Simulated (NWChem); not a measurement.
All runs are NWChem calculations. System: H$_{3}$OSi, charge 0, spin multiplicity 2, at a geometry optimised with UPBE0/def2-SVP. The structure started from a generated list of species. Its SCF solution wasn't tested for a lower state. Level: UTPSS/6-31G* (spherical d).

Input file:

```
start mol
memory heap 200 mb stack 900 mb global 1100 mb
geometry units angstroms nocenter noautoz
  O     -1.179621    -0.216817     0.000000
  Si     0.469888     0.097966     0.000000
  H      0.914384     0.828065     1.223719
  H      0.914384     0.828065    -1.223719
  H      1.029765    -1.293119     0.000000
  symmetry group Cs
end
basis spherical
  * library 6-31g*
end
dft
  xc xtpss03 ctpss03
  odft
  mult 2
  semidirect memsize 60000000 filesize 0
  iterations 100
  grid fine
end
task dft energy
```

Part of the output:

```
             Northwest Computational Chemistry Package (NWChem) 7.3.0
             --------------------------------------------------------

                                NWChem Input Module
                                -------------------

 Scaling coordinates for geometry "geometry" by  1.889725989
 (inverse scale =  0.529177249)

 Turning off AUTOSYM since
 SYMMETRY directive was detected!

                             Geometry "geometry" -> ""
                             -------------------------

 Output coordinates in angstroms (scale by  1.889725989 to convert to a.u.)

  No.       Tag          Charge          X              Y              Z
 ---- ---------------- ---------- -------------- -------------- --------------
    1 O                    8.0000    -1.17962100    -0.21681700     0.00000000
    2 Si                  14.0000     0.46988800     0.09796600     0.00000000
    3 H                    1.0000     0.91438400     0.82806500     1.22371900
    4 H                    1.0000     0.91438400     0.82806500    -1.22371900
    5 H                    1.0000     1.02976500    -1.29311900     0.00000000

 Effective nuclear repulsion energy (a.u.)      55.7372141227

            Nuclear Dipole moment (a.u.)
            ----------------------------
        X                 Y               Z
 ---------------- ---------------- ----------------
    -0.0000056692    -0.0000018897     0.0000000000

      Symmetry information
      --------------------

 Group name             Cs
 Group number              2
 Group order               2
 No. of unique centers     4

      Symmetry unique atoms

     1    2    3    5


 Summary of "ao basis" -> "" (spherical)
 ------------------------------------------------------------------------------
       Tag                 Description            Shells   Functions and Types
 ---------------- ------------------------------  ------  ---------------------
 *                           6-31g*                   on all atoms

                                 NWChem DFT Module
                                 -----------------
[...]
    37      0.134086  5 H  s                 26      0.132543  2 Si py
     7     -0.116014  1 O  px                28     -0.100056  2 Si d -2

 Vector   14  Occ=0.000000D+00  E=-8.819982D-03  Symmetry=a'
              MO Center=  5.6D-01,  2.0D-01, -1.9D-15, r^2= 3.8D+00
   Bfn.  Coefficient  Atom+Function         Bfn.  Coefficient  Atom+Function
  ----- ------------  ---------------      ----- ------------  ---------------
    25      1.004565  2 Si px                 6      0.547988  1 O  s
    38     -0.405021  5 H  s                 21      0.378904  2 Si px
     3      0.180348  1 O  px                 7      0.180804  1 O  px
    34     -0.168969  3 H  s                 36     -0.168969  4 H  s
    32      0.136242  2 Si d  2              17     -0.130252  2 Si px

 Vector   15  Occ=0.000000D+00  E= 6.138074D-02  Symmetry=a'
              MO Center=  3.5D-01,  5.1D-01,  9.0D-14, r^2= 3.9D+00
   Bfn.  Coefficient  Atom+Function         Bfn.  Coefficient  Atom+Function
  ----- ------------  ---------------      ----- ------------  ---------------
    26      1.338525  2 Si py                38      0.864788  5 H  s
    34     -0.717779  3 H  s                 36     -0.717779  4 H  s
    22      0.379827  2 Si py                 8     -0.270019  1 O  py
    24      0.225779  2 Si s                  4     -0.202007  1 O  py
    25      0.189972  2 Si px                30     -0.158012  2 Si d  0

   alpha - beta orbital overlaps
   -----------------------------

   alpha      1      2      3      4      5      6      7      8      9     10
    beta      1      2      3      4      5      6      7      8     10      9
 overlap   1.000  1.000  1.000  1.000  1.000  1.000  0.999  0.998  0.856  0.998

   alpha     11     12     13     14     15     16     17     18     19     20
    beta     11     13     12     14     15     16     17     18     19     20
 overlap   0.993  0.860  0.997  0.999  0.994  1.000  0.997  0.999  1.000  1.000

   alpha     21     22     23     24     25     26     27     28     29     30
    beta     21     23     22     24     25     26     27     29     28     30
 overlap   1.000  0.997  1.000  1.000  1.000  0.999  0.943  0.939  1.000  0.983

   alpha     31     32     33     34     35     36     37     38
    beta     31     32     33     34     35     37     36     38
 overlap   0.986  1.000  0.999  1.000  0.998  1.000  1.000  0.999

     --------------------------
     Expectation value of S2:
     --------------------------
      <S2> =      0.7533 (Exact =     0.7500)

 center of mass
 --------------
 x =  -0.11423957 y =  -0.01452938 z =   0.00000000

 moments of inertia (a.u.)
 ------------------
          25.366727605396         -19.787511072342           0.000000000000
         -19.787511072342         121.540555473398           0.000000000000
           0.000000000000           0.000000000000         125.349395820061

     Multipole analysis of the density
     ---------------------------------

     L   x y z        total         alpha         beta         nuclear
     -   - - -        -----         -----         ----         -------
     0   0 0 0     -0.000000    -13.000000    -12.000000     25.000000

     1   1 0 0      0.663714      1.189353     -0.525633     -0.000006
     1   0 1 0      0.123170      0.332622     -0.209451     -0.000002
     1   0 0 1     -0.000000     -0.000000     -0.000000      0.000000

     2   2 0 0    -15.906362    -40.891421    -35.565136     60.550195
     2   1 1 0     -0.645393     -5.529002     -5.377086     10.260696
     2   1 0 1     -0.000000     -0.000000     -0.000000      0.000000
     2   0 2 0    -14.367925    -14.427559    -12.631855     12.691490
     2   0 1 1      0.000000      0.000000     -0.000000      0.000000
     2   0 0 2    -15.241222    -13.210472    -12.726003     10.695253

 Task  times  cpu:        4.5s     wall:        4.5s

 Total times  cpu:        4.6s     wall:        4.6s
```
